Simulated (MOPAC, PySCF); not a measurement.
H₃AlS, SMILES `[AlH2][SH]`, neutral singlet in the gas phase. 

Cartesian coordinates (Å):
SMILES: [AlH2][SH]
```xyz
5

Al    -0.6466    -0.0672    -0.0442
S      1.4213    -0.7330     0.1556
H     -0.9428     1.4811    -0.1567
H     -1.7512    -1.1949    -0.0624
H      1.9193     0.5141     0.1077
```
Charge 0, spin multiplicity 1.

All levels are single points at this geometry (PBE0-D3(BJ)/def2-TZVP); Pople sets use spherical d functions. Orbital energies aren't observables, and empty levels follow the basis.

HF/3-21G in PySCF gives gap (eV) = 11.66.

Problem. Estimate the gap (eV) from each of these levels: PBE-D3(BJ)/def2-TZVP in PySCF; TPSSh-D3(BJ)/def2-TZVP in PySCF; SVWN5/6-31G* in PySCF; HF/STO-3G in PySCF; PM3 in MOPAC.

Solution. 
| level | gap (eV) |
|---|---|
| PBE-D3(BJ)/def2-TZVP in PySCF | 4.54 |
| TPSSh-D3(BJ)/def2-TZVP in PySCF | 5.53 |
| SVWN5/6-31G* in PySCF | 4.38 |
| HF/STO-3G in PySCF | 15.27 |
| PM3 in MOPAC | 7.74 |
